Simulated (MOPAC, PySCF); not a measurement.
C$_{8}$H$_{7}$FSSi, SMILES `Fc1cc([SiH3])cc2ccsc12`, neutral singlet in the gas phase. 

Z-matrix (Å, degrees):
```
C
H 1 1.1009
C 1 1.4042 2 120.50
C 1 1.4160 2 119.04 3 179.99
C 3 1.4238 1 119.50 2 179.99
C 5 1.3916 3 120.59 1 0.00
F 6 1.3453 5 120.59 3 -179.99
H 5 1.1009 6 117.79 7 0.00
C 6 1.4049 7 119.29 5 -179.99
C 4 1.4420 1 130.06 2 0.02
C 10 1.3727 4 112.71 1 -179.99
H 11 1.0974 10 127.74 4 -180.00
H 10 1.0984 11 123.56 12 0.02
S 9 1.7444 6 127.40 7 -0.02
Si 3 1.8872 1 120.55 2 -0.11
H 15 1.5041 3 108.99 1 1.00
H 15 1.5062 16 109.25 2 -122.10
H 15 1.5063 16 109.14 17 -117.40
```
Charge 0, spin multiplicity 1.

All levels are single points at this geometry (PBE-D3(BJ)/def2-SVP); Pople sets use spherical d functions. Orbital energies aren't observables, and empty levels follow the basis.

```csv
level,HOMO (eV),LUMO (eV),gap (eV),dipole (D),"vertical IE, Delta-SCF (eV)"
PBE-D3(BJ)/def2-TZVP in PySCF,-5.63,-2.02,3.61,1.80,7.98
B3LYP/6-311+G** in PySCF,-6.41,-1.45,4.96,2.06,–
BP86/6-31G* in PySCF,-5.44,-1.74,3.70,1.66,–
PBE/6-31G* in PySCF,-5.35,-1.65,3.70,1.64,7.78
SVWN5/6-31G* in PySCF,-5.50,-1.83,3.67,1.69,7.97
HF/3-21G in PySCF,-8.48,2.38,10.86,2.61,–
HF/STO-3G in PySCF,-5.97,6.08,12.05,1.16,–
PM6 in MOPAC,-8.71,-0.74,7.98,1.89,–
PM7 in MOPAC,-8.61,-0.82,7.79,2.00,–
```
